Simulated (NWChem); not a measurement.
Molecule: C2H6OSi2; SMILES C1=C[SiH2][SiH2]O1

```xyz
11

C      1.6164    -0.2945     0.0000
C      1.2400     1.0020     0.0000
Si    -0.5992     1.3120     0.0000
Si    -0.9135    -1.0108     0.0000
O      0.7752    -1.3451     0.0000
H      2.6670    -0.6115     0.0000
H      2.0239     1.7636     0.0000
H     -1.1144     2.0252    -1.2103
H     -1.1144     2.0252     1.2103
H     -1.5029    -1.6440    -1.2150
H     -1.5029    -1.6440     1.2150
```
Atoms are numbered in this order, from 1.

Level: PBE0/def2-SVP (NWChem), optimised geometry, unscaled harmonic frequencies. 

```csv
frequency (cm⁻¹),IR intensity (km/mol)
120,0.8
347,0.0
351,11.9
369,34.6
444,0.2
585,0.1
644,20.0
671,8.7
682,32.1
699,25.7
713,34.8
749,16.0
767,52.5
881,97.7
941,176.9
958,96.0
989,1.3
1063,79.3
1277,142.6
1356,3.9
1643,231.1
2217,74.7
2219,108.9
2244,88.1
2249,127.6
3182,13.7
3226,2.2
```

```yaml
zero_point_energy: 45.1 kcal/mol
thermal correction to the enthalpy at 298.15 K (with zero-point energy): 49.5 kcal/mol
heat capacity Cv: 23.2 cal/(mol K)
entropy at 298.15 K and 1 atm (symmetry number 1): 77.0 cal/(mol K)
dipole_moment: 0.43 D
```

Rigid rotor and harmonic oscillator.
